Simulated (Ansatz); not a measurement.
Reaction (hydrogenolysis of the Si–S bond): `N[SiH](S)CCl` + H₂ → `N[SiH2]CCl` + H₂S

Gas-phase electronic energies from Ansatz, PBE0-D4/def2-TZVP geometries. CBS: MP2 limit from def2 TZ/QZ plus the TZ coupled-cluster correction, frozen cores. This one scheme is used for every species. DFT in def2-TZVPP. One conformer a species, not always the lowest.

Q: Is it downhill or uphill in electronic energy at CCSD(T)/CBS, and by how much? (Estimate.)

A: Ansatz gave: Uphill: ΔE = +0.56 eV.

Q: What do these levels give: PBE0-D4, PBE, r2SCAN, HF/def2-TZVPP, MP2/def2-QZVPP, MP2/CBS(def2)? (Best estimate.)

A: Computed: PBE0-D4 0.59, PBE 0.53, r2SCAN 0.59, HF/def2-TZVPP 0.25, MP2/def2-QZVPP 0.65, MP2/CBS(def2) 0.67 eV.

Largest T1 diagnostic among the species: 0.010.

The D4 term adds +0.15 eV with B3LYP and +0.08 eV with PBE0; it sums over pairs of atoms, weighted by their polarisabilities, and B3LYP, whose exchange is more repulsive, gets the larger term. In def2-TZVPP, CCSD(T) changes the Hartree–Fock value by +0.27 eV (the triples alone add +0.07 eV) and MP2 by +0.38 eV.

B3LYP here is the variant with VWN-RPA as its local correlation; programs differ in this.
